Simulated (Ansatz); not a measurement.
CH$_{7}$AlOSi. The species carries charge 0 and has multiplicity 1. The bonds changed during the relaxation, so this is another structure than the one it started from. Geometry: relaxed with PBE0-D4/def2-TZVP. It is one conformer, not always the lowest.

```xyz
11

O    -0.434   -0.234    1.634
C     0.830    0.585    1.467
Al    0.529   -0.606   -0.044
Si   -0.747    0.156   -1.988
H    -0.364   -0.828    2.386
H     1.536    0.328    2.255
H     0.540    1.631    1.528
H     1.204   -2.041    0.078
H     0.148    0.456   -3.145
H    -1.509    1.408   -1.702
H    -1.734   -0.855   -2.470
```

What is the dipole moment at PBE/def2-TZVPP? (Best estimate.)

The calculation gave: 3.10 D, with components (0.43, -0.06, 3.07) D in this frame, pointing from negative to positive charge.

And with r2SCAN, B3LYP, ωB97M-V? (An estimate is asked.)

The calculation gave: r2SCAN 3.12 D, B3LYP 3.07 D, ωB97M-V 3.09 D.

Give the Mulliken charges with PBE, B3LYP, r2SCAN in def2-TZVPP. (Estimate.)

The calculation gave: 
```json
{"atom": "O1", "PBE": "-0.17", "B3LYP": "-0.23", "r2SCAN": "-0.22"}
{"atom": "C2", "PBE": "-0.27", "B3LYP": "-0.28", "r2SCAN": "-0.26"}
{"atom": "Al3", "PBE": "0.37", "B3LYP": "0.44", "r2SCAN": "0.51"}
{"atom": "Si4", "PBE": "-0.05", "B3LYP": "0.02", "r2SCAN": "0.00"}
{"atom": "H5", "PBE": "0.21", "B3LYP": "0.20", "r2SCAN": "0.22"}
{"atom": "H6", "PBE": "0.10", "B3LYP": "0.10", "r2SCAN": "0.08"}
{"atom": "H7", "PBE": "0.11", "B3LYP": "0.12", "r2SCAN": "0.08"}
{"atom": "H8", "PBE": "-0.14", "B3LYP": "-0.16", "r2SCAN": "-0.18"}
{"atom": "H9", "PBE": "-0.05", "B3LYP": "-0.07", "r2SCAN": "-0.08"}
{"atom": "H10", "PBE": "-0.05", "B3LYP": "-0.07", "r2SCAN": "-0.07"}
{"atom": "H11", "PBE": "-0.05", "B3LYP": "-0.07", "r2SCAN": "-0.08"}
```

B3LYP here is the variant with VWN-RPA as its local correlation; programs differ in this.

Results of the Gaussian-basis code of Ansatz.
